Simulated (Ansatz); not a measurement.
```yaml
crystal:
  periodic: [false, false, false]
  atoms:
    - {symbol: C, position_ang: [-1.016030, 2.003378, 0.518680]}
    - {symbol: C, position_ang: [-0.111940, 1.062521, 0.074258]}
    - {symbol: S, position_ang: [-0.210876, 0.053314, -1.331355]}
    - {symbol: Ge, position_ang: [0.727505, -1.884318, -0.322333]}
    - {symbol: H, position_ang: [-2.142716, 1.817574, -0.359904]}
    - {symbol: H, position_ang: [-0.890684, 2.749715, 1.115887]}
    - {symbol: H, position_ang: [0.673648, 1.071007, 0.508649]}
    - {symbol: H, position_ang: [0.953168, -2.684894, -1.404595]}
    - {symbol: H, position_ang: [-0.049043, -2.508333, 0.883654]}
    - {symbol: H, position_ang: [2.111617, -1.123506, 0.447923]}
basis:
  gaussian: {orbitals: ANO-RCC-VTZP, point_charges: [{charge: 0.50, position_ang: [4.891, 0.576, -0.327]}]}
hamiltonian: {xc: {name: PBE0-DH}}
relax: {f_tol: 0.0001, max_steps: 2}
output: {forces: true}
```

```sh
$ ansatz run in.yaml --threads 4 --pin off --events-out ev --progress --plain --max-ram 10444MiB
```

(1) How does Ansatz answer? (An estimate is asked.)

Results:

(1) The calculation gave: The run did not converge.
```
Functional definition: PBE0-DH
1466 factors; integrals over basis functions are off by at most 3.6e-4 eV
mean field evaluation 1: about -70121.8615 eV, gradient 4.1e1 eV
mean field evaluation 2: about -70121.9673 eV, gradient 4.1e1 eV
mean field evaluation 4: about -70126.1605 eV, gradient 4.1e0 eV
mean field evaluation 8: about -70126.2024 eV, gradient 5.7e-1 eV
mean field evaluation 16: about -70126.2032 eV, gradient 1.6e-4 eV
mean field -70126.20324966 eV, -2577.0904361771 hartree, gradient 8.1e-6 eV, S^2 0.000000; 0 other end points of the search recorded, 0 dependent functions left out
16 core orbitals not correlated: weight in the atoms' cores, before any rotation towards them, 1.000 or more for the frozen orbitals, at most 0.000 for the correlated occupied ones
reference -70126.20328992 eV, -2577.0904376569 hartree; 17, 17 occupied and 188, 188 virtual orbitals, 1466 factors
second order -34.04817730 eV of doubles, -0.00000000 eV of singles
relax step   1: F+E_penalty+E_count = -70130.45927182 eV  Δ(F+E_penalty+E_count) = +0.000e0 eV  max|allowed force component| = 1.056e1 eV/Å  Δτ_max = 0.0000 Å  (48 SCF iters, accepted)
1466 factors; integrals over basis functions are off by at most 4.3e-4 eV
mean field evaluation 32: about -70129.6899 eV, gradient 1.0e-6 eV
mean field -70129.68992056 eV, -2577.2185689693 hartree, gradient 1.0e-6 eV, S^2 0.000000; 0 other end points of the search recorded, 0 dependent functions left out
16 core orbitals not correlated: weight in the atoms' cores, before any rotation towards them, 1.000 or more for the frozen orbitals, at most 0.000 for the correlated occupied ones
reference -70129.68995982 eV, -2577.2185704122 hartree; 17, 17 occupied and 188, 188 virtual orbitals, 1466 factors
second order -33.66958411 eV of doubles, -0.00000000 eV of singles
relax step   2: F+E_penalty+E_count = -70133.89861857 eV  Δ(F+E_penalty+E_count) = -3.439e0 eV  max|allowed force component| = 2.354e0 eV/Å  Δτ_max = 0.1990 Å  (55 SCF iters, accepted)
Error: geometry relaxation did not converge after 2 steps: max|allowed force component| = 2.35e0 eV/Å (threshold 1.0e-4). Raise `relax.max_steps` over both its present limit and 2, loosen `relax.f_tol`, or start from a geometry closer to equilibrium. Where this run's directory can be resumed (`checkpoint.write`), a resume goes on for up to `relax.max_steps` more
```
